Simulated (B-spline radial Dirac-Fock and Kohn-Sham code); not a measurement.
Photoelectron lines of K⁵⁺ at 2750 eV

System: K⁵⁺, configuration [Ne] 3s2 3p2.

Calculated with a B-spline atomic structure program, using independent-particle photoionisation in a Dirac-Hartree-Slater potential with a Latter tail, all multipoles, thresholds from Dirac-Fock ΔSCF. The asymmetry parameter β is from the dipole term alone. Kinetic energies are from the vacuum level. Open shells are spread statistically over j, without multiplet splitting.

The last column is dσ/dΩ = σ/(4π) · [1 + β P₂(cos θ)] at θ = 90° from the polarisation vector of linearly polarised light.

```
subshell  electrons  binding (eV)  kinetic (eV)  σ (kb)     β  dσ/dΩ (kb/sr)
      2s          2         477.6        2272.4       ?     ?              ?
   2p1/2          2         394.5        2355.5    2.74  1.04          0.104
   2p3/2          4         391.8        2358.2    5.29  1.05          0.201
      3s          2         115.6        2634.4    1.27  2.00            ≈ 0
   3p1/2       0.67         97.60        2652.4   0.122  0.99        0.00491
   3p3/2       1.33         97.22        2652.8   0.237  0.99        0.00951
```

Q: What are σ and β for 2s?

A: σ = 8.47 kb, the largest of all subshells and 47 % of the total, and β = 2.00, which gives dσ/dΩ = 5.22e-05 kb/sr.

Run: 3.1 s of CPU time on 1 thread of Neoverse-N1 (shared host), peak memory 0.30 GiB.
